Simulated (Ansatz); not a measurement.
**Telling isomers of Cl2H2NSi2 apart by their spectra**

These gas-phase data were calculated for one isomer of Cl2H2NSi2 at B3LYP-D3(BJ)/def2-SVP (harmonic, unscaled wavenumbers; equilibrium rotational constants with average atomic masses):

| Property | Result |
| --- | --- |
| rotational constants | 6, 0.6713, 0.6322 GHz |
| all wavenumbers above 1500 cm⁻¹ | 3514, 2178 |

Candidates:

(1) `[H]/[Si]=N/[SiH](Cl)Cl`, a doublet
(2) `Cl[Si]N[SiH]Cl`, a doublet

**Question.** Which candidate do the data belong to?

**Answer.** Candidate (2). The band at 3514 cm⁻¹ lies where the N–H stretch is expected; (1) has no mode between 3250 and 3800 cm⁻¹.

The same quantities for all candidates:

```tsv
	rotational constants (GHz)	wavenumbers above 1500 cm⁻¹	E above the lowest, B3LYP-D3(BJ)/def2-SVP (kcal/mol)
(1)	2.273, 1.327, 0.9125	2294, 1968	7.6
(2)	6, 0.6713, 0.6322	3514, 2178	0.0
```

Harmonic stretches to hydrogen usually lie a few per cent above observed fundamentals. Each candidate is one conformer. Open shells are spin-unrestricted. Programs: Ansatz 0.2.0.
